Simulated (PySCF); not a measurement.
GeFCl, SMILES [F][Ge][Cl] (connectivity only; charge and spin as stated), neutral, multiplicity 1.

Coordinates come from a r2SCAN-D4/def2-TZVP optimisation.

Level of theory: TDDFT-PBE0/def2-SVPD (PySCF).

Vertical excitations. Gas-phase values at a fixed geometry. State labels are in the subgroup Cs.

```
state  symmetry  energy (eV)  λ (nm)      f                                              main pairs
-----  --------  -----------  ------  -----  ------------------------------------------------------
S1           A"         4.51     275  0.041                                          HOMO→LUMO 98 %
S2           A"         5.07     245  0.005                                        HOMO−1→LUMO 98 %
S3           A'         5.70     217  0.018                                        HOMO−2→LUMO 93 %
S4           A'         7.31     170  0.119                      HOMO→LUMO+1 49 %, HOMO→LUMO+2 34 %
S5           A"         7.34     169  0.020                                        HOMO−3→LUMO 92 %
S6           A'         7.53     165  0.354  HOMO→LUMO+2 51 %, HOMO→LUMO+1 28 %, HOMO−1→LUMO+2 12 %
S7           A'         7.70     161  0.048                                      HOMO−1→LUMO+1 86 %
S8           A"         7.77     160  0.002                                        HOMO−5→LUMO 90 %
S9           A"         7.90     157  0.015                                      HOMO−2→LUMO+1 93 %
S10          A'         8.07     154  0.090                                        HOMO−4→LUMO 74 %
T1           A"         3.11     399      0                                          HOMO→LUMO 96 %
T2           A"         4.88     254      0                                        HOMO−1→LUMO 98 %
T3           A'         4.91     253      0                                        HOMO−2→LUMO 99 %
T4           A'         5.74     216      0                                        HOMO→LUMO+1 95 %
```
Triplets are in the Tamm–Dancoff approximation, which puts them higher than full response would, so one can lie above its singlet here.
